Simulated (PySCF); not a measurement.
Field gradients at the hydrogen positions

Compound: H6O3Si2.
Geometry (PBE0-D3(BJ)/def2-SVP, Å), atoms numbered from 1 in this order:
```
atom  x, y, z in Å
O1    -2.4368    0.9208    0.0685
Si2   -1.2487   -0.0494    0.6858
O3    -1.4550   -1.5618    0.0636
O4     0.2116    0.5977    0.2557
Si5    1.6187    0.1792   -0.5216
H6    -2.2193    1.8528   -0.0232
H7    -1.2907   -0.1719    2.1562
H8    -1.8076   -1.6092   -0.8304
H9     1.3276   -0.3073   -1.9047
H10    2.3368   -0.8946    0.2261
H11    2.4779    1.3935   -0.6017
```

Level: PBE0/pcSseg-1 (PySCF, non-relativistic); Q(2H) = 0.00286 b; rigid geometry, the same for H and D, with no vibrational averaging.

Task: Rank these positions by the coupling χzz of a deuteron there, largest first.
A. H7 (Si–H hydrogen)
B. H9 (Si–H hydrogen)
C. H8 (hydroxyl hydrogen)

Result: C (324 kHz), A (97 kHz), B (92 kHz).

Task: What are Vzz, η and χzz (234.96 MHz × Q × Vzz) at all hydrogens?

Result: 
```
atom  bonded to  bond length (Å)  Vzz (au)     η  χzz (kHz)
  H6         O1            0.961    0.4844  0.07        325
  H7        Si2            1.476    0.1448  0.01         97
  H8         O3            0.962    0.4816  0.06        324
  H9        Si5            1.495    0.1364  0.05         92
 H10        Si5            1.493    0.1374  0.04         92
 H11        Si5            1.490    0.1394  0.03         94
```

Task: Average by the element that carries the hydrogen.

Result: on O: 325 kHz over 2 positions, mean bond length 0.962 Å; on Si: 94 kHz over 4 positions, mean bond length 1.488 Å.

One conformer (not necessarily the lowest) at the PBE0-D3(BJ)/def2-SVP geometry, without solvent, vibrations or thermal averaging. The small basis limits the accuracy of the gradients.
